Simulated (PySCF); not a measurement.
**Polarisability and C₆ of Cd²⁶⁺ (cadmium, charge +26)**

[Ar] 3d4, high-spin 5D determinant. Calculation: PySCF 2.14, in an uncontracted even-tempered set (18 s from 3.4 bohr⁻², ratio 2.5; 12 p from 4.4 bohr⁻², ratio 2.5; 8 d from 4.4 bohr⁻², ratio 2.5; 4 f from 17 bohr⁻², ratio 2.7; 3 g from 25 bohr⁻², ratio 2.7); scalar relativity by spin-free X2C-1e. Coupled (time-dependent) response in atomic units; α is the mean over directions.

```json
{"method": "PBE0", "mean α (bohr³)": "0.02211", "α xx, yy, zz": "0.02286, 0.02286, 0.02060", "C₆ (like pair)": "0.005041", "S(−4)": "0.0002564"}
```

S(−4) is the Cauchy moment in α(ω) = α(0) + S(−4) ω² + …

Spin-orbit coupling is absent.

α(iu) at PBE0:

| u (hartree) | α(iu) (bohr³) |
| --- | --- |
| 0 | 0.02211 |
| 1.00 | 0.02186 |
| 2.00 | 0.02115 |
| 4.00 | 0.01888 |
| 6.00 | 0.01636 |
| 8.00 | 0.01416 |
| 10.0 | 0.01242 |
| 15.0 | 0.009541 |
| 20.0 | 0.007793 |
| 30.0 | 0.005628 |
| 50.0 | 0.003308 |

A single London oscillator, α(iu) = α/(1 + u²/ω²), gives C₆ = (3/4) ω α². Matching the computed C₆ needs ω = 4 × 0.005041 / (3 × 0.02211²) = 13.7 hartree.

For an ion, C₆ is the dispersion term alone; charge-induced terms of lower order in 1/R come first.

The components differ because the open shell of this determinant is not spherical; for a pure term their mean is the scalar polarisability.

Spin-orbit coupling, absent here, splits the open shell strongly.
